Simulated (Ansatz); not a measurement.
```yaml
crystal:
  periodic: [false, false, false]
  atoms:
    - {symbol: C, position_ang: [-0.157945, 1.261612, -0.141352]}
    - {symbol: B, position_ang: [0.497758, -0.143287, -0.286028]}
    - {symbol: B, position_ang: [-0.050623, -1.540643, 0.474555]}
    - {symbol: F, position_ang: [-0.983734, -2.325015, -0.059725]}
    - {symbol: H, position_ang: [-0.772921, 1.346511, -1.054653]}
    - {symbol: H, position_ang: [-0.836096, 1.398264, 0.702336]}
    - {symbol: H, position_ang: [0.548024, 2.093740, -0.193047]}
    - {symbol: H, position_ang: [1.463239, -0.229324, -1.002057]}
    - {symbol: H, position_ang: [0.380897, -1.908260, 1.543069]}
basis:
  gaussian: {orbitals: def2-mTZVP}
hamiltonian: {xc: {name: B2GP-PLYP}}
accuracy: high
output: {forces: true}
```

```sh
$ ansatz run in.yaml --threads 2 --pin off --events-out ev --progress --plain --max-ram 4352MiB
```

It prints (some lines left out):

```
Functional definition: B2GP-PLYP
1934 factors; integrals over basis functions are off by at most 4.0e-9 eV
mean field evaluation 1: about -5174.9854 eV, gradient 4.0e1 eV
mean field evaluation 2: about -5174.9816 eV, gradient 4.0e1 eV
mean field evaluation 4: about -5178.2838 eV, gradient 3.7e0 eV
mean field evaluation 8: about -5178.3094 eV, gradient 1.7e-1 eV
mean field evaluation 16: about -5178.3096 eV, gradient 4.6e-5 eV
mean field -5178.30956035 eV, -190.2993663585 hartree, gradient 2.5e-8 eV, S^2 0.000000; 0 other end points of the search recorded, 0 dependent functions left out
4 core orbitals not correlated: weight in the atoms' cores, before any rotation towards them, 1.000 or more for the frozen orbitals, at most 0.000 for the correlated occupied ones
reference -5178.30958111 eV, -190.2993671216 hartree; 11, 11 occupied and 76, 76 virtual orbitals, 1934 factors
second order -15.01297268 eV of doubles, -0.00000000 eV of singles
Total energy: -5183.71425128 eV, -190.4979850867 hartree
Atom 0 at    -0.157945     1.261612    -0.141352 Å, force    -0.109159     0.121048    -0.093638 eV/Å
Atom 1 at     0.497758    -0.143287    -0.286028 Å, force     0.250263    -0.063201    -0.105676 eV/Å
Atom 2 at    -0.050623    -1.540643     0.474555 Å, force     0.295939     0.062037     0.369469 eV/Å
Atom 3 at    -0.983734    -2.325015    -0.059725 Å, force    -0.193544    -0.149962    -0.115941 eV/Å
Atom 4 at    -0.772921     1.346511    -1.054653 Å, force     0.042896     0.032763     0.113759 eV/Å
Atom 5 at    -0.836096     1.398264     0.702336 Å, force     0.109902     0.006136    -0.101527 eV/Å
Atom 6 at     0.548024     2.093740    -0.193047 Å, force    -0.102061    -0.107276     0.046277 eV/Å
Atom 7 at     1.463239    -0.229324    -1.002057 Å, force    -0.189177     0.018500     0.127524 eV/Å
Atom 8 at     0.380897    -1.908260     1.543069 Å, force    -0.105059     0.079955    -0.240247 eV/Å
Dipole moment:     0.078174     0.267580     0.019903 e Å
```

It took 10 s on 2 threads of an Arm Neoverse V2 on a shared host, with 0.32 GiB of host memory at the peak.
